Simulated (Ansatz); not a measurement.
The cluster Cu3Cl3⁺, relaxed as a doublet with UKS r2SCAN-D4/def2-SVP in Ansatz, starting from the GFN1-xTB geometry. Force threshold 0.02 eV/Å.

The structure comes from a short search, and lower isomers may exist.

Start:

```xyz
6

Cu    1.256   -0.793    1.382
Cu   -1.531    0.770    0.659
Cu    0.402   -0.027   -2.191
Cl   -0.502    0.037    2.437
Cl   -1.467    0.941   -1.528
Cl    1.842   -0.927   -0.761
```

| step | energy (eV) | largest force component (eV/Å) | SCF passes |
| --- | --- | --- | --- |
| 1 | -171455.0485 | 0.312 | 84 |
| 2 | -171455.0941 | 0.242 | 66 |
| 3 | -171455.4148 | 0.674 | 101 |
| 4 | -171455.7630 | 0.521 | 47 |
| 5 | -171455.8887 | 0.271 | 48 |
| 6 | -171455.8981 | 0.126 | 59 |
| 7 | -171455.9041 | 0.029 | 50 |
| 8 | -171455.9043 | 0.006 | 47 |
| 9 | -171455.9043 | 0.003 | 46 |

Force components are those of the run's own axes.

End:

```
atom    x (Å)    y (Å)    z (Å)
 Cu1   0.9552  -0.6065   0.9934
 Cu2  -1.2581   0.6397   0.5221
 Cu3   0.3161  -0.0401  -1.5927
 Cl4  -0.5119   0.0293   2.4830
 Cl5  -1.5849   1.0228  -1.5932
 Cl6   2.0835  -1.0452  -0.8128
```

By distances, no bond broke or formed, bridged metal pairs apart. The bond that changes most is Cu1–Cl6, from 2.23 to 2.17 Å (atoms count from 1). Metal–metal contacts that move far: Cu1–Cu3 3.75 to 2.72 Å, Cu2–Cu3 3.53 to 2.72 Å, Cu1–Cu2 3.28 to 2.58 Å. The end is the same structure that another start reached, the lowest one found.

The force fell under the threshold at step 8, but the optimiser went on. No frequencies were taken in this run, so the end may be a saddle point.

Run time 74 s (4 threads of Intel Xeon Platinum 8488C on a shared host).
